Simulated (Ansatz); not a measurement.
This geometry of C$_{3}$H$_{5}$LiSi (10 atoms, charge 0, multiplicity 1) is a first-order saddle point.

Theory: Ansatz, RKS PBE-D4/STO-3G.

```xyz
10
Properties=species:S:1:pos:R:3
Li -1.242 0.423 -1.313
C -0.089 -0.523 0.192
C 0.150 -1.751 1.043
C 0.245 0.662 -0.136
Si 0.532 2.374 -0.760
H -0.767 -2.034 1.597
H 0.962 -1.565 1.778
H 0.441 -2.614 0.410
H -0.841 2.934 -0.584
H 0.608 2.095 -2.225
```

(1) Which two structures does it join? (They come from a converged band through this point; their orientation in space is the band's.)

(2) How far does it lie above each of them?

## Answers

(1) No bond is made or broken. The dihedral C4–C2–C3–H6 goes from -6 to 132°. The two ends are copies of one structure, up to a mirror image or an exchange of like atoms.

Image 0:

```xyz
10
Properties=species:S:1:pos:R:3
Li -0.683 -0.099 -1.844
C -0.028 -0.575 0.120
C 0.158 -1.746 1.057
C 0.053 0.678 -0.101
Si -0.183 2.097 -1.255
H 0.653 -1.416 1.996
H 0.780 -2.534 0.590
H -0.821 -2.196 1.316
H -1.049 3.037 -0.545
H 1.120 2.755 -1.334
```

Image 8:

```xyz
10
Properties=species:S:1:pos:R:3
Li -1.338 0.077 -1.442
C -0.104 -0.554 0.167
C 0.184 -1.753 1.041
C 0.146 0.653 -0.157
Si -0.212 2.105 -1.238
H -0.750 -2.191 1.443
H 0.834 -1.462 1.894
H 0.704 -2.540 0.457
H -0.533 3.200 -0.325
H 1.069 2.465 -1.841
```

(2) 0.99 eV above the first and 0.99 eV above the second. This is the barrier of this one path; another mechanism may lie lower. Limits of this set-up: minimal basis.

The run took 8.9 min on 1 thread of Intel(R) Xeon(R) Platinum 8175M CPU @ 2.50GHz (Skylake/Cascade Lake), on a shared host, peak memory 0.12 GiB.
